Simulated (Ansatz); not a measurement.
Basis-set series for C6H3ClTi, SMILES `C#[C][Ti]([Cl])([C]#C)[C]#C`. Total charge 0; spin multiplicity 1. The geometry is a stationary point of PBE0-D4/def2-TZVP.

```xyz
11

C     2.408    1.051   -1.518
C     1.307    0.691   -1.150
Ti   -0.498    0.091   -0.521
Cl   -1.981    0.361   -2.081
C    -0.370   -1.838    0.003
C    -0.281   -3.007    0.326
C    -0.982    1.155    1.105
C    -1.266    1.799    2.096
H     3.376    1.366   -1.839
H    -0.201   -4.032    0.611
H    -1.513    2.364    2.968
```

| functional | basis | functions | energy (Eh) | HOMO (eV) | LUMO (eV) |
| --- | --- | --- | --- | --- | --- |
| PBE0-D4 | def2-SVP | 148 | -1538.89879 | -8.23 | -3.40 |
| PBE0-D4 | def2-QZVPP | 595 | -1539.47288 | -8.30 | -3.43 |
| ωB97M-V | def2-SVP | 148 | -1539.36374 | -10.38 | -1.31 |
| ωB97M-V | def2-QZVPP | 595 | -1539.94264 | -10.47 | -1.41 |

Problem. Give the rows for def2-TZVPP. (Best estimate.)

Solution. Computed: 
```tsv
functional	basis	functions	energy (Eh)	HOMO (eV)	LUMO (eV)
PBE0-D4	def2-TZVPP	334	-1539.43140	-8.28	-3.42
ωB97M-V	def2-TZVPP	334	-1539.90429	-10.46	-1.38
```

Scalar relativity is left out up to krypton.
